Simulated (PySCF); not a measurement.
# Computed properties of C₂H₆OSi₂, SMILES C1=C[SiH2]O[SiH2]1

C₂H₆OSi₂, SMILES C1=C[SiH2]O[SiH2]1. Geometry optimised at PBE0-D3(BJ)/def2-SVP. The structure was generated by enumeration, and PubChem lists no compound with its InChIKey, so it may never have been made. The values are those of a single conformer. All values are computed for the isolated molecule unless a solvent is named; none is compared with measurement here.

**Structure.** The optimised structure has C2v symmetry. All 27 harmonic modes at PBE0-D3(BJ)/def2-SVP (PySCF) are real, so it is a minimum. With heavy atoms numbered as in [CH:1]1=[CH:2][SiH2:3][O:4][SiH2:5]1, the shortest bond between them is C1–C2 at 1.349 Å and the longest C1–Si5 at 1.881 Å.

**Vibrations.** The strongest infrared lines (harmonic, unscaled, degenerate partners summed) lie at 969 cm⁻¹ (456 km/mol, H 73 %, O 14 %, Si 13 %), 940 cm⁻¹ (370 km/mol, H 66 %, Si 23 %, O 9 %), 2239 cm⁻¹ (290 km/mol, H 96 %). The softest mode is at 152 cm⁻¹ and the zero-point energy is 45.4 kcal/mol.

**Electronic structure.** CAM-B3LYP/def2-TZVP (PySCF) places the frontier levels at -9.36 and 0.24 eV, a gap of 9.60 eV, and gives a dipole moment of 1.62 D and a mean polarisability of 70.9 bohr³. PBE/def2-TZVP (PySCF) at the same geometry gives -6.90 and -1.93 eV, so its gap is 4.63 eV narrower. An orbital gap is neither the optical nor the fundamental gap.

**Excitations.** TDA-ωB97X/def2-SVPD (PySCF) has S1 at 6.28 eV (197 nm, f = 0.006, weak); the most intense of the 10 singlets computed lies at 7.15 eV (f = 0.42). T1 (TDA) is at 4.19 eV, 2.09 eV under S1. TDA-PBE/def2-SVPD (PySCF) puts S1 at 5.26 eV. No vertical singlet excitation falls in the visible range (under 3.1 eV).

**NMR.** GIAO shifts at KT2/pcSseg-1 (PySCF) (non-relativistic, atoms alike by connectivity averaged): ¹³C at 149.9 ppm against TMS; ¹H from 5.8 to 7.5 ppm against TMS; ²⁹Si at -4.6 ppm against TMS.

**Solvation.** SMD-B3LYP/def2-SVP (PySCF) gives 1.2 kcal/mol in water, -1.1 kcal/mol in N,N-dimethylformamide, -1.6 kcal/mol in chlorobenzene (1 M in both phases, gas-phase geometry); of these solvents chlorobenzene holds the molecule best.
